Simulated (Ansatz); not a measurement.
Ansatz (a quantum-chemistry and plane-wave program) input (SVWN5/def2-TZVPD):

Ansatz 0.2 input:
```yaml
crystal:
  periodic: [false, false, false]
  atoms:
    - {symbol: O, position_ang: [1.08243512, -0.20492292, -0.00838113]}
    - {symbol: Al, position_ang: [-0.59601381, 0.06391092, 0.00791690]}
    - {symbol: H, position_ang: [1.73799336, 0.49122612, -0.06881872]}
    - {symbol: H, position_ang: [-1.15505258, 1.53789365, -0.08009507]}
    - {symbol: H, position_ang: [-1.49424221, -1.22057837, 0.11304310]}
basis:
  gaussian:
    orbitals: def2-TZVPD
hamiltonian:
  xc: {name: SVWN5}
total_charge: 1
magnetization: {spin_polarized: true, initial_magnetization: 1}
```

Output:

```
Functional definition: SVWN5
integrals: 0.03 GiB planned
601 factors; their error is unknown
0.08 GiB of the device are held for the grids
0.31 GiB of device memory are held for the factors and their scratch space
mean field: 0.34 GiB planned
mean field evaluation 1: about -8617.4416 eV, gradient 8.4e1 eV
mean field evaluation 2: about -8411.6357 eV, gradient 1.5e2 eV
mean field evaluation 4: about -8634.7762 eV, gradient 2.4e1 eV
mean field evaluation 8: about -8640.3519 eV, gradient 3.0e0 eV
mean field evaluation 16: about -8640.4386 eV, gradient 3.3e-3 eV
mean field evaluation 32: about -8635.9637 eV, gradient 2.1e1 eV
mean field evaluation 64: about -8640.3433 eV, gradient 2.8e0 eV
mean field -8640.43856516 eV, -317.5302605702 hartree, gradient 5.3e-6 eV, S^2 0.754916; 5 other end points of the search recorded, 0 dependent functions left out
reference -8640.43860359 eV, -317.5302619823 hartree; 12, 11 occupied and 98, 99 virtual orbitals, 601 factors
Total energy: -8640.43860359 eV, -317.5302619823 hartree
```

This state (charge 1, doublet) is run at the relaxed geometry of the species with charge 0 and multiplicity 1.
